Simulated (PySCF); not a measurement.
Output of ΔSCF core-hole calculations on `N#C[SiH](N)C#N`.

Theory: delta-SCF UKS SCAN, pcX-2 on the ionised atom, pcseg-1 elsewhere, spin-free X2C in PySCF. Atoms in this output count from 0. The cycles run on a coarse integration grid; for E(ground) and E(ion) the exchange–correlation energy is redone on a finer one, so they differ from the last cycle, and only they enter the binding energy.

Coordinates (Å, GFN2-xTB):
```
N     -2.456746    -1.472188    -0.651198
C     -1.521287    -0.954424    -0.243567
Si    -0.017580    -0.106842     0.470073
N      0.053418     1.427032    -0.285933
C      1.474451    -1.043845    -0.150087
N      2.399827    -1.619686    -0.498498
H     -0.065874    -0.219305     1.931926
H     -0.754675     2.026568    -0.324446
H      0.902028     1.968683    -0.273450
```

```
ground state, core basis on atom 0 (N), 134 functions
  cycle   1  E = -532.19517590  |g| = 6.29e-01
  cycle   2  E = -531.79390410  |g| = 1.42e+00
  cycle   3  E = -532.25621901  |g| = 3.86e-01
  cycle   4  E = -532.28907834  |g| = 7.25e-02
  cycle   5  E = -532.29024388  |g| = 2.52e-02
  cycle   6  E = -532.29039388  |g| = 7.51e-03
  cycle   7  E = -532.29039015  |g| = 8.33e-03
  cycle   8  E = -532.29040595  |g| = 1.11e-03
  cycle   9  E = -532.29040551  |g| = 1.63e-04
  E(ground) = -532.33092802 Eh
hole in N 1s of atom 0
  cycle   1  E = -516.67612578  |g| = 1.84e+00
  cycle   2  E = -511.68973865  |g| = 2.89e+00
  cycle   3  E = -516.11079700  |g| = 1.50e+00
  cycle   4  E = -517.04712174  |g| = 8.53e-01
  ...
  cycle  11  E = -517.37531097  |g| = 2.73e-03
  cycle  12  E = -517.37532416  |g| = 1.14e-03
  cycle  13  E = -517.37532465  |g| = 2.51e-04
  E(ion) = -517.41600904 Eh   <S^2> = 0.8215   hole on atom = 1.000
```

Question: What is the N 1s binding energy of atom 0?

Answer: (-517.416009 − (-532.330928)) Eh × 27.2114 eV/Eh = 405.86 eV, for the cyano nitrogen.

```
ground state, core basis on atom 1 (C), 134 functions
  cycle   1  E = -532.28043648  |g| = 5.92e-02
  cycle   2  E = -532.27977932  |g| = 5.82e-02
  cycle   3  E = -532.27959997  |g| = 6.39e-02
  cycle   4  E = -532.28052786  |g| = 7.20e-03
  cycle   5  E = -532.28053918  |g| = 3.37e-03
  cycle   6  E = -532.28054299  |g| = 2.85e-04
  E(ground) = -532.32444279 Eh
hole in C 1s of atom 1
  cycle   1  E = -520.99585342  |g| = 1.50e+00
  cycle   2  E = -515.04929848  |g| = 2.81e+00
  cycle   3  E = -516.64231187  |g| = 2.10e+00
  cycle   4  E = -521.26767427  |g| = 7.89e-01
  ...
  cycle  12  E = -521.54105291  |g| = 1.78e-03
  cycle  13  E = -521.54105854  |g| = 7.58e-04
  cycle  14  E = -521.54105879  |g| = 1.83e-04
  E(ion) = -521.58308478 Eh   <S^2> = 0.8204   hole on atom = 1.000
```

Question: What is the C 1s binding energy of atom 1?

Answer: (-521.583085 − (-532.324443)) Eh × 27.2114 eV/Eh = 292.29 eV, for the cyano carbon.

```
ground state, core basis on atom 2 (Si), 145 functions
  cycle   1  E = -532.37704701  |g| = 2.92e-01
  cycle   2  E = -532.37455232  |g| = 1.19e-01
  cycle   3  E = -532.35912008  |g| = 2.81e-01
  cycle   4  E = -532.37752494  |g| = 2.33e-02
  cycle   5  E = -532.37759633  |g| = 8.56e-03
  cycle   6  E = -532.37761121  |g| = 2.05e-03
  cycle   7  E = -532.37761310  |g| = 2.77e-04
  E(ground) = -532.37814260 Eh
hole in Si 2p of atom 2
  cycle   1  E = -528.02875549  |g| = 1.24e+00
  cycle   2  E = -527.18667708  |g| = 1.65e+00
  cycle   3  E = -527.71960130  |g| = 1.15e+00
  cycle   4  E = -528.31849903  |g| = 2.50e-01
  ...
  cycle   9  E = -528.34672008  |g| = 1.06e-03
  cycle  10  E = -528.34671945  |g| = 1.08e-03
  cycle  11  E = -528.34671949  |g| = 1.46e-04
  E(ion) = -528.35849598 Eh   <S^2> = 0.7517   hole on atom = 1.003
```

Question: What energy does this spin-free Si 2p hole on atom 2 cost, and which doublet follows from it?

Answer: (-528.358496 − (-532.378143)) Eh × 27.2114 eV/Eh = 109.38 eV. With the spin–orbit matrix of the shell the program then gives 2p3/2 = 109.21 eV and 2p1/2 = 109.84 eV; their weighted mean, 109.42 eV, differs from that hole by +0.04 eV, as the three ground-state 2p orbitals of the atom aren't degenerate.

```
ground state, core basis on atom 3 (N), 134 functions
  cycle   1  E = -532.29053537  |g| = 7.50e-02
  cycle   2  E = -532.29051669  |g| = 2.32e-02
  cycle   3  E = -532.29044112  |g| = 3.03e-02
  cycle   4  E = -532.29061992  |g| = 7.49e-03
  cycle   5  E = -532.29063306  |g| = 3.42e-03
  cycle   6  E = -532.29063481  |g| = 2.43e-04
  E(ground) = -532.33042661 Eh
hole in N 1s of atom 3
  cycle   1  E = -516.67495505  |g| = 1.86e+00
  cycle   2  E = -516.11088133  |g| = 2.00e+00
  cycle   3  E = -517.20983879  |g| = 6.12e-01
  cycle   4  E = -517.06403512  |g| = 7.96e-01
  ...
  cycle   8  E = -517.37255319  |g| = 1.85e-03
  cycle   9  E = -517.37255189  |g| = 2.55e-03
  cycle  10  E = -517.37255497  |g| = 4.36e-04
  E(ion) = -517.41152778 Eh   <S^2> = 0.7642   hole on atom = 1.000
```

Question: What is the N 1s binding energy of atom 3?

Answer: (-517.411528 − (-532.330427)) Eh × 27.2114 eV/Eh = 405.96 eV, for the silicon-bound nitrogen.

The ground state is recomputed for each atom, because the flexible core basis sits on the ionised atom alone; energies of different blocks can't be mixed. Geometry: GFN2-xTB, one conformer, isolated molecule.

Time: 23 s wall. Hardware: x86-64 server, one thread, no GPU, shared host.

Conformer computed: `[N:1]#[C:2][SiH:3]([NH2:4])[C:5]#[N:6]`: H–N4–Si3–C2 50°, H–N4–Si3–C2 -162°.
Labels such as C1 count atoms from 1, the log's own numbers from 0.
